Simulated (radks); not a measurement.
Trend from Rb2+ to Xe2+: ionisation energy by Delta-SCF between NIST ground configurations, and size. Calculated with a radial shooting solver on a logarithmic mesh with Libxc functionals: Dirac Kohn-Sham, LDA (Slater exchange, Perdew-Wang correlation), spin-unpolarised, spherical densities, point nucleus; open shells are shared between the two j in proportion to 2j + 1.

| species | configuration | configuration of the ion | IE (eV) | NIST (eV) | kind | outermost | <r> outermost (bohr) | r at 0.001 e/bohr^3 (bohr) |
|---|---|---|---|---|---|---|---|---|
| Rb2+ | [Ar] 3d10 4s2 4p5 | [Ar] 3d10 4s2 4p4 | 40.346 | 39.247 | semi-emp. | 4p3/2 | 1.65 | 3.41 |
| Sr2+ | [Kr] | [Ar] 3d10 4s2 4p5 | 43.426 | 42.884 | exp. | 4p3/2 | 1.56 | 3.33 |
| Zr2+ | [Kr] 4d2 | [Kr] 4d1 | 22.817 | 23.170 | semi-emp. | 4d5/2 | 2.01 | 3.65 |
| Nb2+ | [Kr] 4d3 | [Kr] 4d2 | 24.931 | 25.040 | semi-emp. | 4d5/2 | 1.86 | 3.65 |
| Mo2+ | [Kr] 4d4 | [Kr] 4d3 | 26.959 | 27.1 | semi-emp. | 4d5/2 | 1.74 | 3.61 |
| Tc2+ | [Kr] 4d5 | [Kr] 4d4 | 28.926 | 29.550 | semi-emp. | 4d5/2 | 1.63 | 3.55 |
| Ru2+ | [Kr] 4d6 | [Kr] 4d5 | 30.848 | 28.470 | semi-emp. | 4d5/2 | 1.53 | 3.49 |
| Rh2+ | [Kr] 4d7 | [Kr] 4d6 | 32.736 | 31.060 | semi-emp. | 4d5/2 | 1.45 | 3.43 |
| Pd2+ | [Kr] 4d8 | [Kr] 4d7 | 34.597 | 32.930 | semi-emp. | 4d5/2 | 1.38 | 3.36 |
| Ag2+ | [Kr] 4d9 | [Kr] 4d8 | 36.436 | 34.8 | semi-emp. | 4d5/2 | 1.32 | 3.30 |
| Cd2+ | [Kr] 4d10 | [Kr] 4d9 | 38.259 | 37.47 | exp. | 4d5/2 | 1.26 | 3.24 |
| In2+ | [Kr] 4d10 5s1 | [Kr] 4d10 | 28.735 | 28.044 | exp. | 5s1/2 | 2.32 | 3.55 |
| Sn2+ | [Kr] 4d10 5s2 | [Kr] 4d10 5s1 | 31.446 | 30.506 | exp. | 5s1/2 | 2.20 | 3.67 |
| Sb2+ | [Kr] 4d10 5s2 5p1 | [Kr] 4d10 5s2 | 24.807 | 25.324 | exp. | 5p3/2 | 2.51 | 3.87 |
| Te2+ | [Kr] 4d10 5s2 5p2 | [Kr] 4d10 5s2 5p1 | 27.258 | 27.84 | exp. | 5p3/2 | 2.36 | 3.92 |
| I2+ | [Kr] 4d10 5s2 5p3 | [Kr] 4d10 5s2 5p2 | 29.646 | 29.57 | exp. | 5p3/2 | 2.23 | 3.91 |
| Xe2+ | [Kr] 4d10 5s2 5p4 | [Kr] 4d10 5s2 5p3 | 32.005 | 31.05 | semi-emp. | 5p3/2 | 2.11 | 3.86 |

Reference values: NIST Atomic Spectra Database (exp. = measured, semi-emp. = semi-empirical, theory = theoretical value adopted there). Spin polarisation and multiplet splitting are left out, so open shells lie too high by an amount that depends on their filling. Sharing an open shell by 2j + 1 raises it above the true ground level by a part of the spin-orbit splitting, which enters the differences from NIST.

Beside tabulated values, note that spin-unpolarised runs miss the spin-polarisation part of the exchange energy of open shells.
